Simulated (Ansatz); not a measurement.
SnHMe2F (C2H7FSn): single points at one geometry.

```yaml
crystal:
  periodic: [false, false, false]
  atoms:
    - {symbol: Sn, position_ang: [-0.275031, -0.464471, 0.539035]}
    - {symbol: H, position_ang: [-0.373970, -0.630971, 2.245805]}
    - {symbol: C, position_ang: [1.716462, -0.619397, -0.226485]}
    - {symbol: H, position_ang: [2.336239, 0.203045, 0.159575]}
    - {symbol: H, position_ang: [1.693347, -0.566275, -1.323862]}
    - {symbol: H, position_ang: [2.161238, -1.576730, 0.078115]}
    - {symbol: C, position_ang: [-1.370240, 1.205103, -0.228446]}
    - {symbol: H, position_ang: [-2.414284, 1.157179, 0.110229]}
    - {symbol: H, position_ang: [-1.346925, 1.184695, -1.326946]}
    - {symbol: H, position_ang: [-0.922000, 2.146172, 0.122365]}
    - {symbol: F, position_ang: [-1.204846, -2.038330, -0.149375]}
basis:
  gaussian: {orbitals: def2-TZVP, initial_orbitals: start.molden}
hamiltonian: {xc: {name: B97M-V}}
scf: {omitted_lower_state_checks: [starts]}
output: {orbitals: {seedname: orbitals}}
```

The file start.molden holds the orbitals of an earlier run on this structure, at another level or in another basis.

```sh
$ ansatz run in.yaml --threads 4 --pin off --events-out ev --progress --plain --max-ram 3916MiB
```

Shortened log:

```
Functional definition: B97M-V
1212 factors; their error is unknown
mean field evaluation 1: about -10738.5984 eV, gradient 1.4e1 eV
mean field evaluation 2: about -10738.7551 eV, gradient 1.9e-1 eV
mean field evaluation 4: about -10738.7343 eV, gradient 4.0e-4 eV
mean field -10738.73429303 eV, -394.6412062934 hartree, gradient 8.7e-6 eV, S^2 0.000000; 0 other end points of the search recorded, 0 dependent functions left out
reference -10738.73436612 eV, -394.6412089792 hartree; 25, 25 occupied and 160, 160 virtual orbitals, 1212 factors
Total energy: -10738.73436612 eV, -394.6412089792 hartree
Checks for a lower state left out: starts
```

Hardware: 4 threads of Arm Neoverse V1 on a shared host. Wall time 7 s.

As the first input, with `hamiltonian: {xc: r2scan, dispersion: d4}` (abridged; 3.3 s):

```
Functional definition: r2SCAN
mean field -10739.28236417 eV, -394.6613475360 hartree, gradient 1.7e-5 eV, S^2 0.000000
Total energy: -10739.32913871 eV, -394.6630664688 hartree
Checks for a lower state left out: starts
```

First input, but with `hamiltonian: {xc: {name: wB97M-V}}` (abridged; 7 s):

```
Functional definition: wB97M-V
mean field -10736.04245927 eV, -394.5422832273 hartree, gradient 1.8e-5 eV, S^2 0.000000
Total energy: -10736.04251838 eV, -394.5422853993 hartree
Checks for a lower state left out: starts
```

The first input with `hamiltonian: {xc: hf}` (abridged; 1.1 s):

```
Functional definition: HF
mean field -10685.99055176 eV, -392.7029095527 hartree, gradient 1.0e-5 eV, S^2 0.000000
Total energy: -10685.99055176 eV, -392.7029095527 hartree
Checks for a lower state left out: starts
```

First input, but with `gaussian: {orbitals: def2-TZVPD, initial_orbitals: start.molden}`, `hamiltonian: {xc: r2scan, dispersion: d4}` (abridged; 4.7 s):

```
Functional definition: r2SCAN
mean field -10739.32916251 eV, -394.6630673434 hartree, gradient 2.5e-5 eV, S^2 0.000000
Total energy: -10739.37594139 eV, -394.6647864356 hartree
Checks for a lower state left out: starts
```

As the first input, with `hamiltonian: {xc: pbe0, dispersion: d4}` (abridged; 2 s):

```
Functional definition: PBE0
mean field -10734.36523175 eV, -394.4806462528 hartree, gradient 1.6e-5 eV, S^2 0.000000
Total energy: -10734.52618031 eV, -394.4865610031 hartree
Checks for a lower state left out: starts
```

First input, but with `hamiltonian: {xc: {text: "exchange = 0.90*pbe_x + 0.10*exact_x\ncorrelation = pbe_c"}}` (abridged; 2 s):

```
Functional definition: unnamed
mean field -10733.91126847 eV, -394.4639634098 hartree, gradient 1.2e-5 eV, S^2 0.000000
Total energy: -10733.91131295 eV, -394.4639650446 hartree
Checks for a lower state left out: starts
```

Geometry: PBE0-D4/def2-SVP.

In the def2 sets Sn takes a core potential; there is no spin–orbit coupling.
